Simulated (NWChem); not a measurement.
Program: NWChem. System: Ga, charge 0, spin multiplicity 2. Its SCF solution wasn't tested for a lower state. Level: UPBE/def2-TZVPD.

Part of the output:

```
             Northwest Computational Chemistry Package (NWChem) 7.3.0
             --------------------------------------------------------

                                NWChem Input Module
                                -------------------

 Scaling coordinates for geometry "geometry" by  1.889725989
 (inverse scale =  0.529177249)

                             Geometry "geometry" -> ""
                             -------------------------

 Output coordinates in angstroms (scale by  1.889725989 to convert to a.u.)

  No.       Tag          Charge          X              Y              Z
 ---- ---------------- ---------- -------------- -------------- --------------
    1 Ga                  31.0000     0.00000000     0.00000000     0.00000000

 Effective nuclear repulsion energy (a.u.)       0.0000000000

            Nuclear Dipole moment (a.u.)
            ----------------------------
        X                 Y               Z
 ---------------- ---------------- ----------------
     0.0000000000     0.0000000000     0.0000000000

      Symmetry information
      --------------------

 Group name             D2h
 Group number             26
 Group order               8
 No. of unique centers     1

      Symmetry unique atoms

     1


 Summary of "ao basis" -> "" (spherical)
 ------------------------------------------------------------------------------
       Tag                 Description            Shells   Functions and Types
 ---------------- ------------------------------  ------  ---------------------
 *                         def2-tzvpd                 on all atoms

  pbe96 is a nonlocal functional; adding pw91lda local functional.

                                 NWChem DFT Module
                                 -----------------

 Summary of "ao basis" -> "ao basis" (spherical)
 ------------------------------------------------------------------------------
       Tag                 Description            Shells   Functions and Types
 ---------------- ------------------------------  ------  ---------------------
 Ga                        def2-tzvpd               18       54   7s5p5d1f

 Summary of "ao basis" -> "ao basis" (spherical)
 ------------------------------------------------------------------------------
       Tag                 Description            Shells   Functions and Types
 ---------------- ------------------------------  ------  ---------------------
 Ga                        def2-tzvpd               18       54   7s5p5d1f

      Symmetry analysis of basis
      --------------------------

        ag         17
        au          1
        b1g         5
        b1u         7
        b2g         5
        b2u         7
        b3g         5
        b3u         7

            General Information
            -------------------
          SCF calculation type: DFT
          Wavefunction type:  spin polarized.
          No. of atoms     :     1
          No. of electrons :    31
           Alpha electrons :    16
            Beta electrons :    15
          Charge           :     0
          Spin multiplicity:     2
          Use of symmetry is: on ; symmetry adaption is: on
          Maximum number of iterations: 100
          AO basis - number of functions:    54
                     number of shells:    18
          Convergence on energy requested:  1.00D-06
          Convergence on density requested:  1.00D-05
          Convergence on gradient requested:  5.00D-04

              XC Information
              --------------
          PerdewBurkeErnzerhof Exchange Functional  1.000
            Perdew 1991 LDA Correlation Functional  1.000 local
           PerdewBurkeErnz. Correlation Functional  1.000 non-local

             Grid Information
             ----------------
          Grid used for XC integration:  medium
          Radial quadrature: Mura-Knowles
          Angular quadrature: Lebedev.
          Tag              B.-S. Rad. Rad. Pts. Rad. Cut. Ang. Pts.
          ---              ---------- --------- --------- ---------
          Ga                  1.30      112           9.0       590
          Grid pruning is: on
          Number of quadrature shells:   112
          Spatial weights used:  Erf1
[...]
                     au                0.0          0.0
                     b1g               1.0          1.0
                     b1u               2.0          2.0
                     b2g               1.0          1.0
                     b2u               2.0          2.0
                     b3g               1.0          1.0
                     b3u               3.0          2.0

                    DFT Final Alpha Molecular Orbital Analysis
                    ------------------------------------------

 Vector   14  Occ=1.000000D+00  E=-7.222126D-01  Symmetry=ag
              MO Center=  1.2D-17, -1.5D-17,  9.9D-19, r^2= 2.4D-01
   Bfn.  Coefficient  Atom+Function         Bfn.  Coefficient  Atom+Function
  ----- ------------  ---------------      ----- ------------  ---------------
    27      0.776610  1 Ga d  2              25     -0.448376  1 Ga d  0
    32      0.170697  1 Ga d  2              30     -0.098552  1 Ga d  0

 Vector   15  Occ=1.000000D+00  E=-3.239367D-01  Symmetry=ag
              MO Center=  1.3D-18, -1.0D-33,  7.5D-33, r^2= 1.9D+00
   Bfn.  Coefficient  Atom+Function         Bfn.  Coefficient  Atom+Function
  ----- ------------  ---------------      ----- ------------  ---------------
     5      0.716076  1 Ga s                  6      0.445712  1 Ga s
     4     -0.290889  1 Ga s                  3     -0.244535  1 Ga s
     2      0.106466  1 Ga s                  1     -0.033423  1 Ga s

 Vector   16  Occ=1.000000D+00  E=-1.062206D-01  Symmetry=b3u
              MO Center=  7.1D-13, -3.8D-15, -2.6D-16, r^2= 3.6D+00
   Bfn.  Coefficient  Atom+Function         Bfn.  Coefficient  Atom+Function
  ----- ------------  ---------------      ----- ------------  ---------------
    20      0.653732  1 Ga px                17      0.468958  1 Ga px
    11     -0.187030  1 Ga px                 8      0.071144  1 Ga px
    14     -0.039106  1 Ga px

 Vector   17  Occ=0.000000D+00  E=-9.681564D-02  Symmetry=b1u
              MO Center= -1.8D-31, -1.1D-28, -1.6D-18, r^2= 3.6D+00
   Bfn.  Coefficient  Atom+Function         Bfn.  Coefficient  Atom+Function
  ----- ------------  ---------------      ----- ------------  ---------------
    22      0.642324  1 Ga pz                19      0.480831  1 Ga pz
    13     -0.192324  1 Ga pz                10      0.072892  1 Ga pz
    16     -0.036904  1 Ga pz

 Vector   18  Occ=0.000000D+00  E=-9.681564D-02  Symmetry=b2u
              MO Center= -5.8D-30, -1.6D-18,  1.3D-28, r^2= 3.6D+00
   Bfn.  Coefficient  Atom+Function         Bfn.  Coefficient  Atom+Function
  ----- ------------  ---------------      ----- ------------  ---------------
    21      0.642324  1 Ga py                18      0.480831  1 Ga py
    12     -0.192324  1 Ga py                 9      0.072892  1 Ga py
    15     -0.036904  1 Ga py

 Vector   19  Occ=0.000000D+00  E= 2.826610D-03  Symmetry=ag
              MO Center= -3.1D-13,  2.1D-30,  1.5D-28, r^2= 1.2D+01
   Bfn.  Coefficient  Atom+Function         Bfn.  Coefficient  Atom+Function
  ----- ------------  ---------------      ----- ------------  ---------------
     7      1.862334  1 Ga s                  6     -1.262432  1 Ga s
     5     -0.229376  1 Ga s                  4      0.102180  1 Ga s
     3      0.099244  1 Ga s                 47      0.076495  1 Ga d  2
    45     -0.044164  1 Ga d  0               2     -0.037992  1 Ga s

                     DFT Final Beta Molecular Orbital Analysis
                     -----------------------------------------

 Vector   13  Occ=1.000000D+00  E=-7.215779D-01  Symmetry=b2g
              MO Center= -3.2D-19, -3.9D-20,  3.1D-17, r^2= 2.4D-01
   Bfn.  Coefficient  Atom+Function         Bfn.  Coefficient  Atom+Function
  ----- ------------  ---------------      ----- ------------  ---------------
    26      0.898688  1 Ga d  1              31      0.198321  1 Ga d  1

 Vector   14  Occ=1.000000D+00  E=-7.185343D-01  Symmetry=ag
              MO Center=  3.1D-16, -2.2D-16, -1.1D-16, r^2= 2.4D-01
   Bfn.  Coefficient  Atom+Function         Bfn.  Coefficient  Atom+Function
  ----- ------------  ---------------      ----- ------------  ---------------
    27      0.778591  1 Ga d  2              25     -0.449520  1 Ga d  0
    32      0.171096  1 Ga d  2              30     -0.098782  1 Ga d  0

 Vector   15  Occ=1.000000D+00  E=-3.021814D-01  Symmetry=ag
              MO Center=  1.9D-17, -4.3D-18, -3.6D-18, r^2= 1.8D+00
   Bfn.  Coefficient  Atom+Function         Bfn.  Coefficient  Atom+Function
  ----- ------------  ---------------      ----- ------------  ---------------
     5      0.734667  1 Ga s                  6      0.419395  1 Ga s
     4     -0.289581  1 Ga s                  3     -0.249783  1 Ga s
     2      0.107011  1 Ga s                  1     -0.033899  1 Ga s

 Vector   16  Occ=0.000000D+00  E=-8.473898D-02  Symmetry=b1u
              MO Center= -4.1D-17, -1.1D-16,  5.2D-16, r^2= 3.5D+00
   Bfn.  Coefficient  Atom+Function         Bfn.  Coefficient  Atom+Function
  ----- ------------  ---------------      ----- ------------  ---------------
    22      0.637918  1 Ga pz                19      0.485195  1 Ga pz
    13     -0.194455  1 Ga pz                10      0.073557  1 Ga pz
    16     -0.035672  1 Ga pz

 Vector   17  Occ=0.000000D+00  E=-8.473897D-02  Symmetry=b2u
              MO Center= -6.6D-19, -1.7D-17,  1.1D-25, r^2= 3.5D+00
   Bfn.  Coefficient  Atom+Function         Bfn.  Coefficient  Atom+Function
  ----- ------------  ---------------      ----- ------------  ---------------
    21      0.637918  1 Ga py                18      0.485195  1 Ga py
    12     -0.194455  1 Ga py                 9      0.073557  1 Ga py
    15     -0.035672  1 Ga py

 Vector   18  Occ=0.000000D+00  E=-5.817078D-02  Symmetry=b3u
              MO Center= -5.4D-14, -2.6D-15,  3.7D-15, r^2= 3.7D+00
   Bfn.  Coefficient  Atom+Function         Bfn.  Coefficient  Atom+Function
  ----- ------------  ---------------      ----- ------------  ---------------
    20      0.672607  1 Ga px                17      0.445100  1 Ga px
    11     -0.188630  1 Ga px                 8      0.071033  1 Ga px
    14     -0.029777  1 Ga px

   alpha - beta orbital overlaps
   -----------------------------

   alpha      1      2      3      4      5      6      7      8      9     10
    beta      1      2      3      4      5      6      7      8      9     10
 overlap   1.000  1.000  1.000  1.000  1.000  1.000  1.000  1.000  1.000  1.000

   alpha     11     12     13     14     15     16     17     18     19     20
    beta     11     12     13     14     15     18     16     17     19     22
 overlap   1.000  1.000  1.000  1.000  0.999  1.000  1.000  1.000  0.982  1.000

   alpha     21     22     23     24     25     26     27     28     29     30
    beta     23     24     21     20     27     25     26     30     31     32
 overlap   1.000  0.981  1.000  1.000  1.000  1.000  1.000  1.000  1.000  0.889

   alpha     31     32     33     34     35     36     37     38     39     40
    beta     29     28     33     36     37     40     34     35     41     42
 overlap   1.000  1.000  0.890  1.000  1.000  1.000  1.000  1.000  1.000  1.000

   alpha     41     42     43     44     45     46     47     48     49     50
    beta     43     44     45     38     39     48     49     46     47     50
 overlap   1.000  1.000  1.000  1.000  1.000  1.000  1.000  1.000  1.000  1.000

   alpha     51     52     53     54
    beta     51     52     53     54
 overlap   1.000  1.000  1.000  1.000

     --------------------------
     Expectation value of S2:
     --------------------------
      <S2> =      0.7523 (Exact =     0.7500)

 Task  times  cpu:        0.9s     wall:        0.9s

 Total times  cpu:        1.0s     wall:        1.0s
```

Q: Write an NWChem input that would produce this output.

A: One answer among several that fit: 
```
start mol
memory heap 200 mb stack 900 mb global 1100 mb
geometry units angstroms nocenter noautoz
  Ga     0.000000     0.000000     0.000000
  symmetry group D2h
end
basis spherical
  * library def2-tzvpd
end
dft
  xc xpbe96 cpbe96
  odft
  mult 2
  semidirect memsize 60000000 filesize 0
  iterations 100
end
task dft energy
```
